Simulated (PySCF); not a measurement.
Isomers of C5H6OS, one GFN2-xTB conformer each. Single-point energies are computed at PBE0/pcSseg-1 (PySCF, gas phase, no added dispersion term), electronic only.

| SMILES | GFN2-xTB relative energy (kcal/mol) |
| --- | --- |
| COc1ccsc1 | 0.8 |
| CSc1ccoc1 | 0.0 |
| COc1cccs1 | 0.6 |

Conformers: `[CH3:1][O:2][c:3]1[cH:4][cH:5][s:6][cH:7]1` with C1–O2–C3–C4 179°; `[CH3:1][S:2][c:3]1[cH:4][cH:5][o:6][cH:7]1` with C1–S2–C3–C4 180°; `[CH3:1][O:2][c:3]1[cH:4][cH:5][cH:6][s:7]1` with C1–O2–C3–C4 179°.

**Question.** What does PBE0/pcSseg-1 give for the same structures?

**Answer.** 
| SMILES | PBE0/pcSseg-1 E (Eh) | PBE0/pcSseg-1 (kcal/mol) | GFN2-xTB (kcal/mol) | point group |
| --- | --- | --- | --- | --- |
| COc1ccsc1 | -667.02745 | 0.0 | 0.8 | Cs |
| CSc1ccoc1 | -667.02504 | 1.5 | 0.0 | Cs |
| COc1cccs1 | -667.02239 | 3.2 | 0.6 | – |

GFN2-xTB puts CSc1ccoc1 lowest instead; measured from each level's own lowest isomer, the values differ by up to 2.6 kcal/mol (COc1cccs1: 0.6 against 3.2). Neighbours under 2.5 kcal/mol apart (COc1ccsc1 and CSc1ccoc1; CSc1ccoc1 and COc1cccs1) can change places with a better method, another conformer or zero-point energy.

**Question.** Which frontier levels, dipoles and rotational constants go with these structures?

**Answer.** 
| SMILES | HOMO (eV, PBE0/pcSseg-1) | LUMO (eV) | dipole (D) | A, B, C (MHz) |
| --- | --- | --- | --- | --- |
| COc1ccsc1 | -6.35 | -0.20 | 1.15 | 5748, 1562, 1238 |
| CSc1ccoc1 | -6.02 | 0.27 | 0.93 | 5891, 1507, 1209 |
| COc1cccs1 | -6.07 | 0.04 | 1.12 | 4895, 1936, 1400 |
